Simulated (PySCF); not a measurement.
## Correlation energy of Xe⁺ (xenon, charge +1)

[Kr] 4d10 5s2 5p5, 2P determinant. Calculation: PySCF 2.14, in cc-pVTZ-PP with ECP28MDF; a scalar-relativistic core potential. Frozen: 4s2 4p6 4d10; 7 electrons correlated.

MP2 pair energies summed by pair of shells (mhartree):

| pair | energy | share (%) |
| --- | --- | --- |
| 5p-5p | -72.86 | 62.3 |
| 5s-5p | -37.59 | 32.2 |
| 5s-5s | -6.44 | 5.5 |

Total MP2 correlation energy: -116.88 mhartree.

Same-spin part -26.25 and opposite-spin part -90.63 mhartree; SCS-MP2 scales them by 1/3 and 6/5 to -117.51 mhartree.

| level | correlation energy (mhartree) |
| --- | --- |
| CCSD | -135.52 |
| (T) | -3.63 |
| CCSD(T) | -139.15 |

Diagnostics: T1 = 0.0060, D1 = 0.0196, largest double amplitude 0.048.

Cost of the coupled-cluster step: 0.74 s of wall time on 1 thread of Neoverse-N1 (shared host), for 7 correlated electrons.

Iterations:

```
CC2 = 0
CCSD nocc = (np.int64(4), np.int64(3)), nmo = (30, 30)
frozen orbitals [[0, 1, 2, 3, 4, 5, 6, 7, 8], [0, 1, 2, 3, 4, 5, 6, 7, 8]]
max_cycle = 100
direct = 0
conv_tol = 1e-08
conv_tol_normt = 1e-06
diis_space = 8
diis_start_cycle = 0
Init t2, MP2 energy = -0.116881483356855
Init E_corr(UCCSD) = -0.116881483357543
cycle = 1  E_corr(UCCSD) = -0.131341716772857  dE = -0.0144602334  norm(t1,t2) = 0.03751
cycle = 2  E_corr(UCCSD) = -0.134328921460861  dE = -0.00298720469  norm(t1,t2) = 0.0115066
cycle = 3  E_corr(UCCSD) = -0.13556458440637  dE = -0.00123566295  norm(t1,t2) = 0.00437943
cycle = 4  E_corr(UCCSD) = -0.135523240435966  dE = 4.13439704e-05  norm(t1,t2) = 0.000505707
cycle = 5  E_corr(UCCSD) = -0.135523241266691  dE = -8.30725322e-10  norm(t1,t2) = 6.7348e-05
cycle = 6  E_corr(UCCSD) = -0.135523760126137  dE = -5.18859446e-07  norm(t1,t2) = 1.36827e-05
cycle = 7  E_corr(UCCSD) = -0.135523759461269  dE = 6.64867994e-10  norm(t1,t2) = 2.79391e-06
cycle = 8  E_corr(UCCSD) = -0.135523764647419  dE = -5.18614962e-09  norm(t1,t2) = 4.56354e-07
UCCSD converged
E(UCCSD) = -328.0110301126197  E_corr = -0.1355237646474191
UCCSD(T) correction = -0.00363393563352291
```
